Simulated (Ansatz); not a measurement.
A series at Si: from `Br[SiH](Br)Br`, ligands are replaced one by one, each step taking up H₂ and setting free HBr; n counts the steps. Ansatz, PBE0-D4/def2-TZVP geometries.

CBS adds triple-zeta CCSD(T) − MP2 to the MP2 limit, frozen cores; atoms without spin–orbit coupling. Outer-core shells of Br are correlated without core-valence functions. Scalar relativity is left out up to krypton. Spin–orbit coupling is left out.

```tsv
n	molecule	atomization energy, CCSD(T)/CBS (kJ/mol)
0	`Br[SiH](Br)Br`	1399.2
1	`Br[SiH2]Br`	?
2	`[SiH3]Br`	1373.7
3	SiH₄	1362.7
```

Question: By hand: fit a straight line y = ȳ + b (n − n̄) to the 3 given rows and predict n = 1.

Answer: n̄ = 1.667, ȳ = 1378.53; Σ(n − n̄)(y − ȳ) = -57.17, Σ(n − n̄)² = 4.667, so b = -12.25 kJ/mol a step. Prediction: 1378.53 + (-12.25) × (-0.667) = 1386.7 kJ/mol.

Question: By hand: compare with the computed value, 1387.5 kJ/mol, and give the steps along the whole series.

Answer: The line misses by 0.8 kJ/mol (computed minus predicted). Steps: -11.7, -13.8, -11.0 kJ/mol.

The steps differ by up to 2.8 kJ/mol without a steady trend. The miss is 2.2 % of the series' range. The energies themselves are unsure by some kJ/mol a bond, though much of that is common to the series.
